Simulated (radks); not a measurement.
Values are calculated unless marked as measured or tabulated.
Polarisability of the niobium ion Nb5+, [Kr], at imaginary frequency. Code: a radial shooting solver on a logarithmic mesh with Libxc functionals. Model: non-relativistic Kohn-Sham, LDA (Slater exchange, Perdew-Wang correlation), spin-polarised, spherical densities, point nucleus; relativity is left out, which matters for an element this heavy. Response by self-consistent Sternheimer equations with the Hartree and adiabatic LDA kernel.

| w (hartree) | alpha1(iw) (bohr^3) | alpha2(iw) (bohr^5) |
|---|---|---|
| 0.00266 | 2.326 | 4.009 |
| 0.0143 | 2.326 | 4.009 |
| 0.0360 | 2.325 | 4.008 |
| 0.0697 | 2.322 | 4.006 |
| 0.118 | 2.315 | 4.000 |
| 0.186 | 2.299 | 3.986 |
| 0.280 | 2.265 | 3.956 |
| 0.413 | 2.199 | 3.896 |
| 0.605 | 2.070 | 3.776 |
| 0.892 | 1.836 | 3.536 |
| 1.35 | 1.457 | 3.080 |
| 2.12 | 0.9611 | 2.311 |
| 3.59 | 0.4943 | 1.316 |
| 6.94 | 0.1950 | 0.4876 |
| 17.5 | 0.05264 | 0.09555 |

Static values: alpha1 = 2.326 bohr^3 (0.3447 angstrom^3; uncoupled 3.730), alpha2 = 4.009 bohr^5, alpha3 = 13.76 bohr^7. C6 = 7.328, C8 = 73.44, triple-dipole C9 = 12.43 atomic units. One-pole (London) frequency 4 C6 / (3 alpha1^2) = 1.806 hartree, against 3.444 for minus the highest occupied eigenvalue. The dipole shielding factor is 0.878, as the force sum rule N/Z = 0.878 demands.
